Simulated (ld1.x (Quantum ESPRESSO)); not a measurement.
## Ranking TM potentials for Ca

All share these settings but for the change named:

ld1.x (Quantum ESPRESSO) 7.5 input, shortened:

```
&input
   title='Ca', zed=20., rel=1, dft='PBE', iswitch=3,
   config='[Ar] 3d0 4s2 4p0'
 /
 &inputp
   pseudotype=2, tm=.true., lloc=0,
   nlcc=.false.
 /
3
4P  2  1   0.00   0.00  3.70  3.70  0.0
3D  3  2   0.00   0.00  2.25  2.25  0.0
4S  1  0   2.00   0.00  2.80  2.80  0.0
 &test
   configts(1)='3d0 4s2 4p0'
 /
```

Cutoff: the first of the cutoffs (Ry, on a coarse ladder) from which the occupation-weighted sum of valence levels, in a spherical-Bessel basis at the reference potential, stays within 10 and 1 mRy of its value at 400 Ry; the density cutoff is not measured.

The base gives 6 Ry.

Of 12 variants that were run, those that failed, showed a ghost or another fault, or gave nearly equal values are left out.

A variant can come out equal or close to the base.

Question: Rank these variants from softest to hardest (loose cutoff).
A. wave 4s (bound): rc 2.80 bohr becomes 4s (bound): rc 2.36 bohr
B. reference 3d0 4s1.75 4p0.25
C. all radii scaled by about 0.91 (s 2.56, p 3.38, d 2.06 bohr)

Answer: B (6 Ry), C (8 Ry), A (10 Ry).
